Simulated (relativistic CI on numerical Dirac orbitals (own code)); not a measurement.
**Co²⁺ in a cubic cluster: 2p photoemission with charge transfer**

Computed with a charge-transfer multiplet model of a cubic metal-ligand cluster with up to 3 ligand holes, Slater and spin-orbit integrals from Dirac-Coulomb-Breit ions, Slater integrals scaled by 0.8. The ground state mixes d7 with configurations of k ligand holes L, whose averages lie at kΔ + k(k − 1)U_dd/2; a core hole lowers each added d electron by U_cd. 20 K, Lorentzian 0.6 eV and Gaussian 0.8 eV FWHM.

Atomic integrals in eV (Slater integrals scaled, ζ unscaled), ground: F2dd 9.233, F4dd 5.731, zeta_d 0.063; with the core hole: F2dd 10.695, F4dd 6.685, zeta_d 0.093, zeta_core 9.664, F2cd 6.345, G1cd 4.816, G3cd 2.738.

Cluster parameters (eV): Δ = 2.7, U_dd = 6.4, 10Dq = 1.2, 10Dq(ligand) = 0.7, V(eg) = 2.8, V(t2g) = -1.53, final-state hopping factor = 1.

| Case | n_d | d7 | d8L | d9L2 | d10L3 | S |
| --- | --- | --- | --- | --- | --- | --- |
| U_cd = 5.8 eV | 7.55 | 0.51 | 0.44 | 0.05 | 0.00 | 0.53 |
| U_cd = 7 eV | 7.55 | 0.51 | 0.44 | 0.05 | 0.00 | 0.53 |
| U_cd = 7.6 eV | 7.55 | 0.51 | 0.44 | 0.05 | 0.00 | 0.53 |
| U_cd = 8.2 eV | 7.55 | 0.51 | 0.44 | 0.05 | 0.00 | 0.53 |
| U_cd = 9.4 eV | 7.55 | 0.51 | 0.44 | 0.05 | 0.00 | 0.53 |

Weights, n_d and S are thermal averages at 20 K. Binding energies count from the first peak over 30 % of the highest in each spectrum, which can be another peak from case to case. The parameters are a model scan and need not match a compound or its usual spin state. Peaks in eV (height, largest 100):
- U_cd = 5.8 eV: 0.0 (100), 4.8 (6), 8.6 (16), 15.2 (50), 23.8 (9)
- U_cd = 7 eV: 0.0 (100), 8.7 (25), 12.5 (6), 15.2 (52), 23.8 (13)
- U_cd = 7.6 eV: 0.0 (100), 8.6 (29), 12.1 (7), 15.1 (52), 23.7 (15)
- U_cd = 8.2 eV: 0.0 (100), 8.6 (33), 11.9 (7), 15.2 (54), 23.7 (17)
- U_cd = 9.4 eV: 0.0 (100), 8.5 (41), 15.1 (58), 19.1 (5), 23.5 (21), 30.7 (7)

For the case U_cd = 7.6 eV, Δ = 2.7 eV is smaller than U_dd = 6.4 eV, the charge-transfer side of the Zaanen-Sawatzky-Allen scheme. With the core hole the configuration with one ligand hole lies at Δ − U_cd = -3.1, -4.3, -4.9, -5.5, -6.7 eV from the one without, in the order of the table; where this is negative the screened configuration lies lower, though the effective hopping of about 4.4 eV (from the holes of the mixed ground state) mixes the two strongly wherever it is as large as the gap.
